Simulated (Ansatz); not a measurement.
cyclo-(H2GeNH)2 (Ge2N2H6). Total charge 0; singlet. Geometry B3LYP-D4/def2-SVP, basis def2-TZVP, Ansatz.

```csv
atom,x (Å),y (Å),z (Å)
Ge1,-1.152,0.661,0.318
H2,-1.918,0.526,1.659
H3,-1.897,1.660,-0.603
N4,-0.679,-0.947,-0.494
Ge5,1.153,-0.659,-0.320
H6,1.896,-1.658,0.603
H7,1.919,-0.526,-1.659
N8,0.680,0.950,0.492
H9,-1.133,-1.345,-1.310
H10,1.131,1.340,1.314
```

```json
{"run": "A", "HOMO (eV)": "-5.76", "LUMO (eV)": "-0.98"}
{"run": "B", "HOMO (eV)": "-6.79", "LUMO (eV)": "-0.44"}
{"run": "C", "HOMO (eV)": "-8.14", "LUMO (eV)": "0.51"}
{"run": "D", "HOMO (eV)": "-5.37", "LUMO (eV)": "-1.18"}
{"run": "E", "HOMO (eV)": "-10.02", "LUMO (eV)": "2.60"}
{"run": "F", "HOMO (eV)": "-5.48", "LUMO (eV)": "-1.28"}
```

**Question.** The runs used BLYP, CAM-B3LYP, HF, PBE, PBE0, r2SCAN. Estimate which is which.

**Answer.** A r2SCAN (0 % exact exchange); B PBE0 (25 % exact exchange); C CAM-B3LYP (range-separated); D BLYP (0 % exact exchange); E HF (100 % exact exchange); F PBE (0 % exact exchange). Exact exchange lowers occupied and raises empty levels; among semilocal functionals meta-GGAs tend to open the gap a little, and such runs are hard to tell apart. The gap grows from 4.19 eV (BLYP) to 12.62 eV (HF).
